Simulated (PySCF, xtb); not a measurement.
MoO2Cl2, SMILES [O]=[Mo](=[O])([Cl])[Cl], multiplicity 1.

Harmonic wavenumbers (cm⁻¹) from xtb with GFN2-xTB at its own minimum, in rising order: 122, 170, 177, 196, 245, 351, 360, 904, 978.

Q: What does PBE0-D3(BJ)/def2-SVP (PySCF) give at its own minimum? (The exact figures need the calculation; the answer reports its results.)

A: 116, 176, 210, 238, 350, 441, 456, 1058, 1088. Paired by order, the mean absolute difference is 71 cm⁻¹ and the zero-point energies are 5.0 and 5.9 kcal/mol.
